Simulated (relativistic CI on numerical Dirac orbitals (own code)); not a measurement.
**Rh2+ (4d7) in a crystal field**

Calculated by Dirac-Coulomb-Breit CI, orbitals from a KLI potential per configuration, model QED, valence Slater integrals scaled by 0.85, one configuration in a parametric crystal field (own radial code).

Field parameters in Wybourne normalisation: D3d B²₀ = −7Dσ, B⁴₀ = −14Dq − 21Dτ, B⁴₃ = −14√(10/7) Dq. The field is a parameter set, without covalency.

S and J are read from ⟨S²⟩ = S(S + 1) and ⟨J²⟩ = J(J + 1) of each level; they are not fictitious spins.

D3d, 10Dq = 28850, Dσ = -1200, Dτ = -110 cm⁻¹, the lowest 16 levels:

| E (cm⁻¹) | Degeneracy | Irrep | S | J |
| --- | --- | --- | --- | --- |
| 0.0 | 2 | Γ4 | 0.52 | 3.95 |
| 110 | 2 | Γ5+Γ6 | 0.52 | 3.98 |
| 11237 | 2 | Γ4 | 1.50 | 3.68 |
| 11418 | 2 | Γ5+Γ6 | 1.49 | 3.52 |
| 14295 | 2 | Γ4 | 1.49 | 3.83 |
| 14980 | 2 | Γ4 | 1.49 | 3.41 |
| 15481 | 2 | Γ5+Γ6 | 1.49 | 3.21 |
| 15959 | 2 | Γ4 | 1.49 | 2.93 |
| 24381 | 2 | Γ4 | 0.51 | 4.62 |
| 25455 | 2 | Γ5+Γ6 | 0.52 | 4.03 |
| 25650 | 2 | Γ4 | 0.51 | 4.02 |
| 27427 | 2 | Γ4 | 0.52 | 3.79 |
| 27771 | 2 | Γ5+Γ6 | 0.52 | 4.29 |
| 28413 | 2 | Γ4 | 0.51 | 4.40 |
| 31637 | 2 | Γ5+Γ6 | 0.52 | 3.00 |
| 32269 | 2 | Γ4 | 0.52 | 3.02 |

Principal g values of the ground doublet: 0.19, 0.19, 1.91.

D3d, 10Dq = 28850, Dσ = -980, Dτ = -110 cm⁻¹, the lowest 10 levels:

| E (cm⁻¹) | Degeneracy | Irrep | S | J |
| --- | --- | --- | --- | --- |
| 0.0 | 2 | Γ4 | 0.52 | 3.95 |
| 86.0 | 2 | Γ5+Γ6 | 0.52 | 3.98 |
| 11485 | 2 | Γ4 | 1.50 | 3.74 |
| 11692 | 2 | Γ5+Γ6 | 1.49 | 3.55 |
| 14103 | 2 | Γ4 | 1.49 | 3.81 |
| 14808 | 2 | Γ4 | 1.49 | 3.35 |
| 15282 | 2 | Γ5+Γ6 | 1.49 | 3.19 |
| 15730 | 2 | Γ4 | 1.49 | 2.94 |
| 24652 | 2 | Γ4 | 0.51 | 4.62 |
| 25612 | 2 | Γ5+Γ6 | 0.52 | 4.09 |

Principal g values of the ground doublet: 0.19, 0.19, 1.97.

D3d, 10Dq = 28850, Dσ = -760, Dτ = -110 cm⁻¹, the lowest 16 levels:

```
E (cm⁻¹)  Degeneracy  Irrep     S     J
     0.0           2     Γ4  0.52  3.95
    61.2           2  Γ5+Γ6  0.52  3.98
   11721           2     Γ4  1.50  3.81
   11963           2  Γ5+Γ6  1.49  3.58
   13923           2     Γ4  1.49  3.79
   14659           2     Γ4  1.49  3.29
   15098           2  Γ5+Γ6  1.49  3.16
   15511           2     Γ4  1.49  2.94
   24911           2     Γ4  0.51  4.61
   25744           2  Γ5+Γ6  0.52  4.15
   26040           2     Γ4  0.51  4.11
   27357           2     Γ4  0.52  3.79
   27376           2  Γ5+Γ6  0.52  4.23
   27941           2     Γ4  0.51  4.38
   31453           2  Γ5+Γ6  0.52  2.93
   31919           2     Γ4  0.52  2.97
```

Principal g values of the ground doublet: 0.18, 0.18, 2.02.

The free-ion ground term has S = 3/2. The field overcomes the spin-pairing energy for D3d, 10Dq = 28850, Dσ = -1200, Dτ = -110 cm⁻¹; D3d, 10Dq = 28850, Dσ = -980, Dτ = -110 cm⁻¹; D3d, 10Dq = 28850, Dσ = -760, Dτ = -110 cm⁻¹, where the ground state has lower spin; these fields are assumed values.

Levels of this model without a field, named by their leading LS term: ⁴F9/2 0, ⁴F7/2 2019, ⁴F5/2 3313, ⁴F3/2 4134, ⁴P3/2 12677, ⁴P5/2 12760, ²G9/2 13147, ⁴P1/2 14076 cm⁻¹.
